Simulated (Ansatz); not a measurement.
```yaml
crystal:
  periodic: [false, false, false]
  atoms:
    - {symbol: C, position_ang: [-2.275049, -1.168751, -2.276075]}
    - {symbol: C, position_ang: [-0.761001, -1.053687, -2.351728]}
    - {symbol: C, position_ang: [-0.065955, -1.067927, -0.995380]}
    - {symbol: C, position_ang: [-0.379948, 0.141099, -0.129379]}
    - {symbol: C, position_ang: [0.256307, 0.108970, 1.256647]}
    - {symbol: C, position_ang: [1.785813, 0.047120, 1.243482]}
    - {symbol: C, position_ang: [2.476778, 1.181795, 0.501847]}
    - {symbol: C, position_ang: [-0.234568, 1.276403, 2.104477]}
    - {symbol: O, position_ang: [-1.632387, 1.274260, 2.309660]}
    - {symbol: H, position_ang: [-2.723728, -0.320496, -1.754610]}
    - {symbol: H, position_ang: [-2.718019, -1.209815, -3.273856]}
    - {symbol: H, position_ang: [-2.571560, -2.078055, -1.744410]}
    - {symbol: H, position_ang: [-0.489359, -0.133995, -2.883649]}
    - {symbol: H, position_ang: [-0.370054, -1.878579, -2.956638]}
    - {symbol: H, position_ang: [1.014977, -1.133745, -1.158215]}
    - {symbol: H, position_ang: [-0.347248, -1.982629, -0.456554]}
    - {symbol: H, position_ang: [-1.460426, 0.235214, 0.005192]}
    - {symbol: H, position_ang: [-0.065185, 1.053167, -0.651955]}
    - {symbol: H, position_ang: [-0.088790, -0.809200, 1.758368]}
    - {symbol: H, position_ang: [2.098911, -0.906680, 0.808909]}
    - {symbol: H, position_ang: [2.137988, 0.028308, 2.281278]}
    - {symbol: H, position_ang: [3.562113, 1.074458, 0.561389]}
    - {symbol: H, position_ang: [2.208681, 1.195977, -0.557170]}
    - {symbol: H, position_ang: [2.223399, 2.159219, 0.919207]}
    - {symbol: H, position_ang: [0.299624, 1.281103, 3.065952]}
    - {symbol: H, position_ang: [-0.016711, 2.225640, 1.607890]}
    - {symbol: H, position_ang: [-1.864613, 0.460828, 2.765331]}
basis:
  gaussian: {orbitals: aug-cc-pVDZ, fitting: {mean_field: cc-pVTZ-jkfit}, point_charges: [{charge: 1.00, position_ang: [7.257, -0.698, -0.940]}]}
magnetization: {spin_polarized: true, initial_magnetization: 1}
hamiltonian: {xc: {name: PBEsol}}
output: {forces: true}
```

```sh
$ ansatz run in.yaml --threads 4 --pin off --events-out ev --progress --plain --max-ram 66560MiB --backend cuda --devices 0, --max-vram 37GiB
```

(1) How does Ansatz answer? (Estimate.)

Answers

(1) Computed: The input was rejected before any iteration.
```
Error: a molecule whose nuclei and cores have a total charge of 74 cannot have a net charge of 0 together with 1 unpaired electrons
```
